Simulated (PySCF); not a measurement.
# C4H6F4Si: full NMR table

- Formula: C4H6F4Si
- SMILES: C/C=C(/CF)[Si](F)(F)F
- InChI: InChI=1S/C4H6F4Si/c1-2-4(3-5)9(6,7)8/h2H,3H2,1H3/b4-2-
- Point group of the computed structure: Cs
- Degrees of unsaturation: 1
- Carbon signals: 4
- Proton signals: 3

Molfile (atoms numbered from 1):
```
C4H6F4Si
     RDKit          3D

 15 14  0  0  0  0  0  0  0  0999 V2000
   -1.7284   -1.1228    0.4531 C   0  0  0  0  0  0  0  0  0  0  0  0
   -0.3333   -1.1035   -0.0540 C   0  0  0  0  0  0  0  0  0  0  0  0
    0.4429   -0.0242   -0.1678 C   0  0  0  0  0  0  0  0  0  0  0  0
    1.8507   -0.1383   -0.7011 C   0  0  0  0  0  0  0  0  0  0  0  0
    2.1783   -1.4289   -1.0212 F   0  0  0  0  0  0  0  0  0  0  0  0
   -0.0762    1.7048    0.2962 Si  0  0  0  0  0  4  0  0  0  0  0  0
   -0.4714    1.9279    1.8186 F   0  0  0  0  0  0  0  0  0  0  0  0
    1.0933    2.7481    0.0353 F   0  0  0  0  0  0  0  0  0  0  0  0
   -1.3171    2.2953   -0.5006 F   0  0  0  0  0  0  0  0  0  0  0  0
   -2.3919   -1.5234   -0.3126 H   0  0  0  0  0  0  0  0  0  0  0  0
   -1.7955   -1.7823    1.3177 H   0  0  0  0  0  0  0  0  0  0  0  0
   -2.0737   -0.1319    0.7368 H   0  0  0  0  0  0  0  0  0  0  0  0
    0.0637   -2.0659   -0.3518 H   0  0  0  0  0  0  0  0  0  0  0  0
    1.9732    0.4552   -1.6144 H   0  0  0  0  0  0  0  0  0  0  0  0
    2.5810    0.1978    0.0439 H   0  0  0  0  0  0  0  0  0  0  0  0
  1  2  1  0
  2  3  2  0
  3  4  1  0
  4  5  1  0
  3  6  1  0
  6  7  1  0
  6  8  1  0
  6  9  1  0
  1 10  1  0
  1 11  1  0
  1 12  1  0
  2 13  1  0
  4 14  1  0
  4 15  1  0
M  END
```

Fast rotation and ring inversion assumed for equivalent nuclei, no solvent model, non-relativistic, single conformer. Shielding tensors at PBE0/pcSseg-1 (GIAO); coordinates at the GFN2-xTB level; PySCF 2.14.

Scale: ¹H, ¹³C, ²⁹Si vs TMS; ¹⁹F against CFCl3 (reference shieldings calculated alike).

```tsv
carbon	δC, type	δH (multiplicity)	HMBC from (2–3 bonds)	span of the C tensor (ppm)
C1	24.9, CH3	2.15 (d)	H13	35
C2	155.3, CH	7.15 (m)	H14/H15, H10/H11/H12	267
C3	129.3, C	–	H13, H14/H15, H10/H11/H12	168
C4	86.0, CH2	5.20 (m)	H13	76
```

Other nuclei:
| atoms | nucleus | environment | δ (ppm) | σ (ppm) |
| --- | --- | --- | --- | --- |
| F7/F8/F9 | ¹⁹F | fluorine bonded to Si | -145.9 | 316.9 |
| F5 | ¹⁹F | fluorine on an sp3 carbon | -254.5 | 425.5 |
| Si6 | ²⁹Si | silicon bonded to C, 3 F | -64.7 | 413.8 |

Carbon types of the structure: 1 × C, 1 × CH, 1 × CH2, 1 × CH3, which accounts for all hydrogens. δC 155.3: alkene CH; as expected for a trigonal carbon in a double bond. δC 129.3: fully substituted alkene carbon; an sp2 carbon of a C=C bond. δC 86.0: allylic sp3 CH2 bonded to F; pulled downfield by the heteroatom. δC 24.9: allylic methyl carbon; a saturated carbon with 1 carbon neighbour and no heteroatom attached. δH 2.15: hydrogen on an allylic methyl carbon; allylic position.

Splittings by ¹⁹F in the carbon and heteronuclear signals aren't shown, as no couplings were computed. Shifts are as computed. Against solution values, carbons near 30 ppm lie about +3 ppm off and those near 130 ppm about +5 ppm. Of 1211 compounds with measured shifts, 218 miss one by over three times the rms of a fit or turn the order of signals round; such compounds aren't used in these exercises. Unscaled 19F shifts against computed CFCl3 carry errors that often reach 10 to 50 ppm. No couplings were computed; multiplicities are counted from neighbouring protons, with m where these are inequivalent, close in shift, in a saturated or five-membered ring or joined by F or P, and br s for small geminal =CH2 splittings.
